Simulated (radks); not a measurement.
The numbers below are computed, except where a source is named.
All-electron atom: Mo4+ in [Kr] 4d2.

Code: a radial shooting solver on a logarithmic mesh with Libxc functionals. Model: Dirac Kohn-Sham, BLYP, spin-unpolarised, spherical densities, point nucleus; open shells fill j = l - 1/2 first.

Energy parts (hartree):
total: -4046.50215
kinetic: 4196.42356
electron-nucleus: -9709.11338
Hartree: 1588.96510
exchange-correlation: -122.77743

Orbitals (lengths in bohr, moments of r in powers of bohr; <r^-3> diverges for s and p1/2; r(90%) holds 90 % of the orbital's charge):
| orbital | occ. | eigenvalue (hartree) | r(90%) | <r> | <r^-3> |
|---|---|---|---|---|---|
| 1s1/2 | 2 | -730.0469 | 0.0630 | 0.03516 | - |
| 2s1/2 | 2 | -104.6381 | 0.237 | 0.1534 | - |
| 2p1/2 | 2 | -96.41558 | 0.214 | 0.1307 | - |
| 2p3/2 | 4 | -92.49741 | 0.220 | 0.1353 | 2398 |
| 3s1/2 | 2 | -19.28006 | 0.634 | 0.4287 | - |
| 3p1/2 | 2 | -16.15283 | 0.641 | 0.4233 | - |
| 3p3/2 | 4 | -15.50712 | 0.656 | 0.4338 | 400.4 |
| 3d3/2 | 4 | -9.97777 | 0.661 | 0.4129 | 58.45 |
| 3d5/2 | 6 | -9.85540 | 0.666 | 0.4164 | 55.72 |
| 4s1/2 | 2 | -4.07971 | 1.58 | 1.087 | - |
| 4p1/2 | 2 | -3.16840 | 1.73 | 1.176 | - |
| 4p3/2 | 4 | -3.06963 | 1.77 | 1.202 | 61.49 |
| 4d3/2 | 2 | -1.70241 | 2.32 | 1.521 | 5.797 |
| 4d5/2 | 0 | -1.69053 | 2.34 | 1.532 | 5.520 |

The highest occupied level is 4d3/2 at -46.325 eV. Summed over all electrons, <r^2> = 21.77 bohr^2, which gives a Langevin (diamagnetic) susceptibility term of -17.2 x 10^-6 cm^3/mol. For comparison, the ionisation energy in NIST's Atomic Spectra Database is 54.42 eV (semi-empirical). In exact Kohn-Sham theory the highest level is minus the ionisation energy, but local and semilocal functionals leave it too shallow, through self-interaction and a potential that decays too fast; potentials with the right tail come closer. The density falls to 0.001 e/bohr^3 at r = 3.05 bohr.

Beside tabulated values, note that spin-unpolarised runs miss the spin-polarisation part of the exchange energy of open shells.
